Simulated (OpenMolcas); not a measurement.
# d3 ions of charge +4 down a group with 6 fluoride ligands in octahedral coordination

```json
{"Program": "OpenMolcas 26.06", "Method": "CASSCF", "Spin-orbit coupling": "RASSI with atomic mean-field integrals over the reference wave functions"}
```

The d shell is active. Anionic complexes are neutralised by point charges behind the ligands. Distances were set from a Shannon-type radius of the metal (high-spin where two are listed) plus a fixed donor radius (F 1.31 Å). Ligand basis ANO-RCC-VDZP, DKH2 Hamiltonian. States (labels of O, the rotations of Oh). Energies in cm-1 above the lowest state or level, χT in cm3 K/mol; 10Dq and B are least-squares fits to the states below 45000 cm-1, weighted by degeneracy, with a free offset, and given where the rms deviation is under 5 % of |10Dq| (or 100 cm-1) and under 700 cm-1. Spin-only χT is S(S+1) / 2 for the spin of the ground state.

```csv
Ion,Shell,R (Å),Metal basis,Outer charge (e at Å behind ligand),Ground state,First state of that spin,10Dq,B (rms of fit),First gap with spin-orbit (degeneracies),χT at 300 K,First state of another spin,Spin-only χT
Mn4+,3d3,1.84,ANO-RCC-VDZP,0.33 at 2.4,4A2,4T2 19546,,,"19395 (4, 2)",1.827,2E 21331,1.875
Tc4+,4d3,1.96,ANO-RCC-VDZP,0.33 at 2.6,4A2,4T2 28364,27671,794 (235),"15237 (4, 4)",1.760,2E 15318,1.875
Re4+,5d3,1.94,ANO-RCC-VDZP,0.33 at 2.8,4A2,4T2 35636,35641,709 (8),"13379 (4, 4)",1.434,2E 14240,1.875
```

The rows also differ in their outer charges, so part of each step comes from that.

|10Dq| changes by a factor of 35641 / 27671 = 1.29 from Tc4+ to Re4+.

B goes from 794 cm-1 (Tc4+) to 709 cm-1 (Re4+).

χT departs most from the spin-only value for Re4+, by -0.441 cm3 K/mol.

Without dynamic correlation the repulsion within the d shell is too large (B by tens of per cent), so at a given field states of lower spin stand too high. Ligand-to-metal charge-transfer states are missing. With no ligand orbital active B as a rule stays too high, so bands that hang on it stand too high and its fall with covalency is understated. The least metal-like active orbital is 80 % on the metal (Löwdin) and no ligand orbital is active, so the numbers are rough (holds for Mn4+). With metal d orbitals alone and no dynamic correlation the field as a rule comes out too small, by tens of per cent, by up to half for chloride and softer ligands (holds for Mn4+). The least metal-like active orbital is 77 % on the metal (Löwdin) and no ligand orbital is active, so the numbers are rough (holds for Tc4+). With metal d orbitals alone the field can be off either way by tens of per cent (holds for Tc4+; Re4+). The least metal-like active orbital is 76 % on the metal (Löwdin) and no ligand orbital is active, so the numbers are rough (holds for Re4+). No measured value stands beside these numbers; the geometry was imposed, not optimised, and the real ion may take another.
